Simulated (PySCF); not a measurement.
Spectroscopy problems

Method: shieldings: GIAO PBE0/pcSseg-1, PBE0-D3(BJ)/def2-SVP structure, in PySCF 2.14.0 with density-fitted response routines (no solvent, one averaged value for each set of equivalent atoms, single conformer, relativity neglected).

Chemical shifts δ = σref − σ; 1H (31.27 ppm), 13C (184.41 ppm) against TMS, all at this level. Splittings of carbon signals by F and P are missing where no couplings were computed. Where no couplings were computed, multiplicities follow the n + 1 count of equivalent neighbours, and m marks all less simple cases (inequivalent or close neighbours, rings, F or P nearby). Shifts are as computed. Against solution values, carbons near 30 ppm lie about +2 ppm off and those near 130 ppm about +5 ppm. Of 1211 compounds with measured shifts, 218 miss one by over three times the rms of a fit or turn the order of signals round; such compounds aren't used in these exercises.

Problem. C₇H₉FO. 1H NMR (600 MHz, computed): δ 5.83 (m, 1H), 5.80 (br s, 1H), 5.65 (m, 1H), 5.61 (br s, 1H), 4.85 (m, 1H), 3.87 (m, 1H), 3.41 (s, 3H). 13C{1H} NMR (computed): δ 151.0 (C), 148.3 (C), 116.8 (CH2), 116.0 (CH2), 94.3 (CH), 84.5 (CH), 57.2 (CH3). What is it?

Solution. `C=C1C(=C)[C@@H](OC)[C@@H]1F`. The formula gives 3 degrees of unsaturation (1 ring in the answer). 7 carbon signals for 7 carbons: no two carbons are equivalent. Carbon types of the structure: 2 × C, 2 × CH, 2 × CH2, 1 × CH3, which accounts for all hydrogens. δC 151.0, 148.3: fully substituted alkene carbon; an sp2 carbon of a C=C bond. δC 116.8, 116.0: terminal =CH2 carbon; the olefinic region. δC 94.3: allylic sp3 CH bonded to F; pulled downfield by the heteroatom. δC 84.5: allylic sp3 CH bonded to O; pulled downfield by the heteroatom.

The shifts were computed for this structure.

Problem. C₄H₁₄OSi₂. 1H NMR (400 MHz, computed): δ 5.09 (s, 3H), 4.70 (s, 2H), 0.98 (s, 9H). 13C{1H} NMR (computed): δ 25.7 (CH3), 18.9 (C). Give a structure.

Solution. SMILES CC(C)(C)[SiH2]O[SiH3]. The formula gives 0 degrees of unsaturation. 2 carbon signals for 4 carbons: some carbons are equivalent by symmetry or fast rotation. Carbon types of the structure: 1 × C, 3 × CH3, leaving 5 H on heteroatoms. δC 25.7: methyl carbon; a saturated carbon with 1 carbon neighbour and no heteroatom attached. δC 18.9: fully substituted sp3 carbon bonded to Si. δH 5.09: hydrogen on a silicon bonded to O. δH 0.98: hydrogen on a methyl carbon.

This is the structure that produced the data.

Problem. C₇H₉FO. 1H NMR (300 MHz, computed): δ 3.41 (s, 3H), 2.80 (m, 1H), 2.20 (d, 1H), 2.19 (m, 1H), 2.04 (m, 1H), 1.89 (m, 1H), 1.80 (m, 1H). 13C{1H} NMR (computed): δ 113.5 (C), 84.8 (C), 79.7 (CH), 50.2 (CH3), 36.3 (CH), 34.7 (CH2), 21.9 (CH2). Identify the compound.

Solution. `C#C[C@@H]1CC[C@@]1(F)OC`. The formula gives 3 degrees of unsaturation (1 ring in the answer). 7 carbon signals for 7 carbons: no two carbons are equivalent. Carbon types of the structure: 2 × C, 2 × CH, 2 × CH2, 1 × CH3, which accounts for all hydrogens. δC 113.5: fully substituted sp3 carbon bonded to F and O; 2 electronegative neighbours deshield it. δC 84.8: alkyne carbon; the triple bond shields along its axis, which puts it between sp3 and sp2 carbons. δC 79.7: terminal alkyne carbon; the triple bond shields along its axis, which puts it between sp3 and sp2 carbons. δC 34.7, 21.9: sp3 CH2 in a ring; saturated and bonded to C and H only.

This is the structure that produced the data.
